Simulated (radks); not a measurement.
Values are calculated unless marked as measured or tabulated.
The nuclear charge of neutral carbon is varied continuously with 6 electrons held in [He] 2s2 2p2. Level of theory: non-relativistic Kohn-Sham, PBEsol, spin-polarised, spherical densities, point nucleus; open shells are filled with parallel spins first (a radial shooting solver on a logarithmic mesh with Libxc functionals). By the Hellmann-Feynman theorem dE/dZ = E(electron-nucleus)/Z, the electronic potential at the nucleus.

Z    E (hartree)  E(electron-nucleus)/Z (hartree)  HOMO  e(HOMO) (eV)  <r> HOMO (bohr)
5.8    -34.75438                         -14.0428    2p        -3.768            1.906
5.9    -36.17381                         -14.3458    2p        -4.873            1.821
6      -37.62352                         -14.6484    2p        -6.057            1.744
6.1    -39.10348                         -14.9508    2p        -7.317            1.675
6.2    -40.61367                         -15.2529    2p        -8.653            1.612
6.3    -42.15406                         -15.5548    2p       -10.063            1.554
6.4    -43.72463                         -15.8566    2p       -11.546            1.501
6.5    -45.32537                         -16.1582    2p       -13.103            1.452
6.6    -46.95627                         -16.4597    2p       -14.732            1.406
6.7    -48.61730                         -16.7610    2p       -16.433            1.364
6.8    -50.30847                         -17.0623    2p       -18.206            1.324
6.9    -52.02976                         -17.3635    2p       -20.050            1.287
7      -53.78117                         -17.6646    2p       -21.966            1.252

The central difference of E at Z = 6 is -14.648 hartree, to compare with the third column; the second derivative is -3.02 hartree.
